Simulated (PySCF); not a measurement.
# Dipole moment and polarisability of (F)3Zr-S-SiH3

Species: (F)3Zr-S-SiH3 (singlet state).
Structure used (PBE0-D3(BJ)/def2-SVP), in Å, numbered top down from 1:
```
atom  x, y, z in Å
Zr1    1.0172    1.1396   -0.0453
F2     0.1238    1.9132   -1.5289
F3     2.3025   -0.1415   -0.5995
F4     1.9289    2.5396    0.8380
S5    -0.5262    0.2605    1.6428
Si6   -1.1105   -1.2092    0.2088
H7    -0.7305   -2.5870    0.6227
H8    -0.3172   -0.8639   -1.0323
H9    -2.5554   -1.1208   -0.1321
```

Level: wB97X-D/def2-SVPD (PySCF), static field, nuclei fixed, core orbitals frozen in the response. The polarisability tensor in these axes (au):

```
x   83.94 13.41 -3.65
y   13.41 86.94  0.54
z   -3.65  0.54 79.60
```

Task: What are the eigenvalues, a third of the trace, and Δα (Δα² = ½Σ(αi − αj)² over the three pairs)?

Result: Principal values 70.85, 80.48 and 99.15 au; mean 83.49 au = 12.37 Å³ = 13.77 × 10⁻⁴⁰ C²·m²/J; Δα = 24.92 au (30 % of the mean).

Task: What is the dipole moment, and where does it point?

Result: (-1.18, -1.59, -0.32) D, 2.01 D in size, pointing from the negative to the positive side. Measured along this direction, the outermost atoms are F4 at the negative end and H9 and H7 at the positive end.

Task: In a dilute gas of rigid molecules at 500 K, how does the orientational term μ²/3kT compare with the electronic polarisability?

Result: In Gaussian units μ²/3kT = 19.48 Å³ against 12.37 Å³, a ratio of 1.57; the Debye molar polarisation (4π/3)N_A(α + μ²/3kT) is 80.3 cm³/mol, leaving out the vibrational part.

Task: What depolarisation ratio follows for Rayleigh scattering of linearly polarised light, taking the static tensor?

Result: ρ = 3Δα²/(45ᾱ² + 4Δα²) = 1862.5/(313712 + 2483.3) = 0.00589.

Task: Give the principal axes and the span of the nuclei along them.

Result: Largest value along (0.67, 0.73, -0.11), where the nuclei span 5.59 Å; middle along (-0.18, 0.30, 0.94), 2.88 Å; least along (0.72, -0.61, 0.34), 3.13 Å. The strongest response lies along the longest span, while the other two are in reverse order.

Task: Find the Langevin capture rate constant for H3+ (3.023 u) meeting this molecule (209.872 u), k = 2.342 × 10⁻⁹ cm³/s × √(α in Å³ / reduced mass in u).

Result: The reduced mass is 2.98 u, so k = 4.77 × 10⁻⁹ cm³/s. The formula leaves out the permanent dipole, which adds to the capture rate.

Geometry: PBE0-D3(BJ)/def2-SVP; no solvent, vibrations or thermal averaging. Atoms past krypton carry effective core potentials; spin–orbit coupling is left out.
